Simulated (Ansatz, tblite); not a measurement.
Removing an electron: Ge(SMe)H3 (CH₆GeS). The state is a singlet with charge 0. Geometry: PBE-D4/def2-SVP. Ansatz, gas phase; energy differences of separate SCF runs; the oxidised species was run as a doublet alone.

| atom | x (Å) | y (Å) | z (Å) |
| --- | --- | --- | --- |
| Ge1 | -0.276 | 1.472 | 0.380 |
| S2 | -0.945 | -0.191 | -0.960 |
| C3 | 0.233 | -1.496 | -0.429 |
| H4 | 1.284 | -1.203 | -0.623 |
| H5 | -0.002 | -2.393 | -1.034 |
| H6 | 0.109 | -1.750 | 0.643 |
| H7 | -0.460 | 1.078 | 1.873 |
| H8 | -1.167 | 2.686 | 0.023 |
| H9 | 1.224 | 1.797 | 0.128 |

The xTB rows come from tblite. LC-ωPBE has ω = 0.4 bohr⁻¹.

| level | −HOMO (eV) | vertical IE (eV) | −LUMO (eV) | HOMO–LUMO gap (eV) |
| --- | --- | --- | --- | --- |
| GFN1-xTB | 11.60 | 14.93 | 6.23 | 5.36 |
| GFN2-xTB | 10.10 | 13.39 | 5.66 | 4.44 |
| PBE-D4/def2-TZVP | 5.57 | 8.80 | 0.89 | 4.68 |
| r2SCAN-D4/def2-TZVP | 5.82 | 8.83 | 0.60 | 5.22 |
| r2SCANh-D4/def2-TZVP | 6.27 | 8.86 | 0.28 | 5.99 |
| PBE0-D4/def2-TZVP | 6.78 | 8.90 | 0.00 | 6.78 |
| r2SCAN0-D4/def2-TZVP | 6.94 | 8.89 | -0.17 | 7.12 |
| BHLYP-D4/def2-TZVP | 7.86 | 8.86 | -0.90 | 8.76 |
| LC-ωPBE/def2-TZVP | 9.48 | 9.01 | -2.19 | 11.67 |
| ωB97M-V/def2-TZVP | 8.97 | 9.00 | -1.82 | 10.79 |

Relaxing the oxidised species (PBE-D4/def2-SVP) changes its energy by -0.18 eV at PBE-D4/def2-TZVP, so the adiabatic ionisation energy to this nearest minimum is 8.62 eV. At PBE0-D4/def2-TZVP it is 8.69 eV.   Raw xTB energy differences between charge states are shifted by several eV; the methods need an empirical correction for them.
